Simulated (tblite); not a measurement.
Parent: `[CH3:1][c:2]1[c:3]([F:4])[cH:5][n:6][n:7]1[SiH3:8]`, C4H7FN2Si.

Computed geometry: GFN2-xTB, gas phase. One conformer each, not checked by frequencies here.

```csv
coordinate of the parent,value
C1–C2,1.483 Å
C2–C3,1.376 Å
C3–F4,1.344 Å
C3–C5,1.404 Å
C5–N6,1.312 Å
N6–N7,1.346 Å
N7–Si8,1.759 Å
C2–N7,1.359 Å
C1–C2–C3,130.9°
C1–C2–N7,123.3°
C3–C2–N7,105.7°
C2–C3–F4,126.5°
C2–C3–C5,106.4°
F4–C3–C5,127.1°
C3–C5–N6,109.4°
C5–N6–N7,107.3°
N6–N7–Si8,118.2°
C2–N7–N6,111.1°
C2–N7–Si8,130.7°
```

Problem. How does the shared frame change in `[CH3:1][c:2]1[c:3]([F:4])[cH:5][n:6][n:7]1[SiH2:8][NH2:9]` with N6–N7–Si8–N9 -14°, N7–Si8–N9–H 164° and 18°, C4H8FN3Si? Atoms pair as C1 = C1, C2 = C2, C3 = C3, F4 = F4, C5 = C5, N6 = N6, N7 = N7, Si8 = Si8 (parent first).

Solution. 
| parent | relative | value in the relative | change |
| --- | --- | --- | --- |
| C1–C2 | C1–C2 | 1.483 Å | 0.000 |
| C2–C3 | C2–C3 | 1.377 Å | +0.001 |
| C3–F4 | C3–F4 | 1.346 Å | +0.002 |
| C3–C5 | C3–C5 | 1.401 Å | -0.003 |
| C5–N6 | C5–N6 | 1.314 Å | +0.002 |
| N6–N7 | N6–N7 | 1.343 Å | -0.003 |
| N7–Si8 | N7–Si8 | 1.765 Å | +0.006 |
| C2–N7 | C2–N7 | 1.354 Å | -0.005 |
| C1–C2–C3 | C1–C2–C3 | 130.5° | -0.4 |
| C1–C2–N7 | C1–C2–N7 | 123.6° | +0.3 |
| C3–C2–N7 | C3–C2–N7 | 105.9° | +0.2 |
| C2–C3–F4 | C2–C3–F4 | 126.5° | 0.0 |
| C2–C3–C5 | C2–C3–C5 | 106.3° | -0.1 |
| F4–C3–C5 | F4–C3–C5 | 127.2° | +0.1 |
| C3–C5–N6 | C3–C5–N6 | 109.3° | -0.1 |
| C5–N6–N7 | C5–N6–N7 | 107.4° | +0.1 |
| N6–N7–Si8 | N6–N7–Si8 | 119.4° | +1.2 |
| C2–N7–N6 | C2–N7–N6 | 111.1° | 0.0 |
| C2–N7–Si8 | C2–N7–Si8 | 129.5° | -1.2 |

Of the parent's bonds, N7–Si8 and C2–N7 change most and about equally (-0.005 to +0.006 Å). Bonds of the relative outside the shared frame: Si8–N9 1.703 Å. Point group Cs → C1.

Problem. How does the shared frame change in `[CH3:1][c:2]1[c:3]([CH2:4][F:5])[cH:6][n:7][n:8]1[SiH3:9]` with C2–C3–C4–F5 -55°, C5H9FN2Si? Atoms pair as C1 = C1, C2 = C2, C3 = C3, C5 = C6, N6 = N7, N7 = N8, Si8 = Si9 (parent first).

Solution. 
| parent | relative | value in the relative | change |
| --- | --- | --- | --- |
| C1–C2 | C1–C2 | 1.484 Å | +0.001 |
| C2–C3 | C2–C3 | 1.381 Å | +0.005 |
| C3–C5 | C3–C6 | 1.411 Å | +0.007 |
| C5–N6 | C6–N7 | 1.309 Å | -0.003 |
| N6–N7 | N7–N8 | 1.348 Å | +0.002 |
| N7–Si8 | N8–Si9 | 1.757 Å | -0.002 |
| C2–N7 | C2–N8 | 1.357 Å | -0.002 |
| C1–C2–C3 | C1–C2–C3 | 130.5° | -0.4 |
| C1–C2–N7 | C1–C2–N8 | 122.4° | -0.9 |
| C3–C2–N7 | C3–C2–N8 | 107.2° | +1.5 |
| C2–C3–C5 | C2–C3–C6 | 104.4° | -2.0 |
| C3–C5–N6 | C3–C6–N7 | 111.0° | +1.6 |
| C5–N6–N7 | C6–N7–N8 | 106.7° | -0.6 |
| N6–N7–Si8 | N7–N8–Si9 | 118.0° | -0.2 |
| C2–N7–N6 | C2–N8–N7 | 110.7° | -0.4 |
| C2–N7–Si8 | C2–N8–Si9 | 131.3° | +0.6 |

Of the parent's bonds, C3–C5 changes most (+0.007 Å). Bonds of the relative outside the shared frame: C3–C4 1.488, C4–F5 1.382 Å. Point group Cs → C1.

Problem. How does the shared frame change in `[CH3:1][c:2]1[c:3]([Cl:4])[cH:5][n:6][n:7]1[SiH3:8]`, C4H7ClN2Si? Atoms pair as C1 = C1, C2 = C2, C3 = C3, C5 = C5, N6 = N6, N7 = N7, Si8 = Si8 (parent first).

Solution. 
| parent | relative | value in the relative | change |
| --- | --- | --- | --- |
| C1–C2 | C1–C2 | 1.482 Å | -0.001 |
| C2–C3 | C2–C3 | 1.379 Å | +0.003 |
| C3–C5 | C3–C5 | 1.408 Å | +0.004 |
| C5–N6 | C5–N6 | 1.310 Å | -0.002 |
| N6–N7 | N6–N7 | 1.346 Å | 0.000 |
| N7–Si8 | N7–Si8 | 1.759 Å | 0.000 |
| C2–N7 | C2–N7 | 1.357 Å | -0.002 |
| C1–C2–C3 | C1–C2–C3 | 130.7° | -0.2 |
| C1–C2–N7 | C1–C2–N7 | 123.0° | -0.3 |
| C3–C2–N7 | C3–C2–N7 | 106.3° | +0.6 |
| C2–C3–C5 | C2–C3–C5 | 105.6° | -0.8 |
| C3–C5–N6 | C3–C5–N6 | 110.0° | +0.6 |
| C5–N6–N7 | C5–N6–N7 | 107.2° | -0.1 |
| N6–N7–Si8 | N6–N7–Si8 | 118.2° | 0.0 |
| C2–N7–N6 | C2–N7–N6 | 111.0° | -0.1 |
| C2–N7–Si8 | C2–N7–Si8 | 130.8° | +0.1 |

Of the parent's bonds, C2–C3 and C3–C5 change most and about equally (+0.003 to +0.004 Å). Bonds of the relative outside the shared frame: C3–Cl4 1.715 Å. Point group Cs → Cs.

Problem. How does the shared frame change in `[CH3:1][CH2:2][c:3]1[n:4][n:5]([SiH3:6])[c:7]([CH3:8])[c:9]1[F:10]` with C1–C2–C3–N4 112°, C6H11FN2Si? Atoms pair as C1 = C8, C2 = C7, C3 = C9, F4 = F10, C5 = C3, N6 = N4, N7 = N5, Si8 = Si6 (parent first).

Solution. 
```tsv
parent	relative	value in the relative	change
C1–C2	C8–C7	1.483 Å	0.000
C2–C3	C7–C9	1.373 Å	-0.003
C3–F4	C9–F10	1.347 Å	+0.003
C3–C5	C9–C3	1.412 Å	+0.008
C5–N6	C3–N4	1.315 Å	+0.003
N6–N7	N4–N5	1.350 Å	+0.004
N7–Si8	N5–Si6	1.756 Å	-0.003
C2–N7	C7–N5	1.360 Å	+0.001
C1–C2–C3	C8–C7–C9	130.8°	-0.1
C1–C2–N7	C8–C7–N5	123.4°	+0.1
C3–C2–N7	C9–C7–N5	105.8°	+0.1
C2–C3–F4	C7–C9–F10	126.4°	-0.1
C2–C3–C5	C7–C9–C3	106.9°	+0.5
F4–C3–C5	F10–C9–C3	126.7°	-0.4
C3–C5–N6	C9–C3–N4	108.6°	-0.8
C5–N6–N7	C3–N4–N5	107.8°	+0.5
N6–N7–Si8	N4–N5–Si6	118.2°	0.0
C2–N7–N6	C7–N5–N4	110.9°	-0.2
C2–N7–Si8	C7–N5–Si6	130.9°	+0.2
```

Of the parent's bonds, C3–C5 changes most (+0.008 Å). Bonds of the relative outside the shared frame: C1–C2 1.529, C2–C3 1.489 Å. Point group Cs → C1.
